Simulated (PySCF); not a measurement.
Deuteron quadrupole couplings in `C[Si](C)(C)OC=O`

Compound: C4H10O2Si.
Geometry (PBE0-D3(BJ)/def2-SVP, Å), atoms numbered from 1 in this order:
```
atom  x, y, z in Å
C1    -0.9351    0.4851    1.8247
Si2   -0.1822    0.0626    0.1707
C3    -0.7711   -1.5901   -0.4649
C4    -0.3999    1.4377   -1.0722
O5     1.5102   -0.0646    0.5545
C6     2.4173   -0.3748   -0.3551
O7     2.1966   -0.5949   -1.5160
H8    -0.5121    1.4213    2.2204
H9    -2.0250    0.6160    1.7343
H10   -0.7470   -0.3120    2.5602
H11   -1.8607   -1.5768   -0.6274
H12   -0.5469   -2.3903    0.2577
H13   -0.2760   -1.8327   -1.4162
H14   -0.0049    2.3893   -0.6846
H15    0.1299    1.1926   -2.0044
H16   -1.4670    1.5819   -1.3057
H17    3.4353   -0.4067    0.0911
```

Level: PBE0/pcSseg-1 (PySCF, non-relativistic); Q(2H) = 0.00286 b; rigid geometry, the same for H and D, with no vibrational averaging.

Problem. What are Vzz, η and χzz (234.96 MHz × Q × Vzz) at all hydrogens?

Solution. 
```csv
atom,bonded to,bond length (Å),Vzz (au),η,χzz (kHz)
H8,C1,1.101,0.2983,0.01,200
H9,C1,1.102,0.2977,0.01,200
H10,C1,1.101,0.2985,0.01,201
H11,C3,1.102,0.2978,0.01,200
H12,C3,1.101,0.2981,0.01,200
H13,C3,1.100,0.2959,0.03,199
H14,C4,1.101,0.2987,0.01,201
H15,C4,1.100,0.2953,0.03,198
H16,C4,1.102,0.2976,0.01,200
H17,C6,1.112,0.2629,0.02,177
```

Isolated species at its PBE0-D3(BJ)/def2-SVP geometry (one conformer only). With a basis this small, the couplings can be 20 % off.

The run behind these numbers computed NMR shieldings as well. The run took 21 s on x86-64 server, one thread, no GPU, on a shared host.
